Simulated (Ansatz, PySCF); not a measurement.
Caution: the highest occupied level lies above zero, so the state may not be bound. This triplet lies 0.09 eV above the relaxed singlet at the level B3LYP/aug-cc-pVTZ // PBE0-D3(BJ)/def2-TZVPD (Ansatz, a first-principles code); other levels give the other order.

**CH5AlB, SMILES `[BH2][Al-][CH3]` (triplet; the order of the spin states depends on the level) (charge -1, multiplicity 3)**

All values below come from PBE0-D3(BJ)/def2-TZVPD in PySCF.

- highest occupied spin orbital: 0.22 eV
- total energy: -308.1756 Ha
- cost: around 100 core-seconds (rough)

```xyz
8

B      2.0159    -0.0386    -0.2300
Al     0.1331    -0.7871    -0.6018
C     -1.5817    -0.0166     0.1438
H      3.0417    -0.5028    -0.6770
H      2.1458     0.9391     0.4854
H     -2.2941     0.2400    -0.6490
H     -1.3736     0.8942     0.7210
H     -2.0873    -0.7283     0.8078
```
Charge -1, spin multiplicity 3.
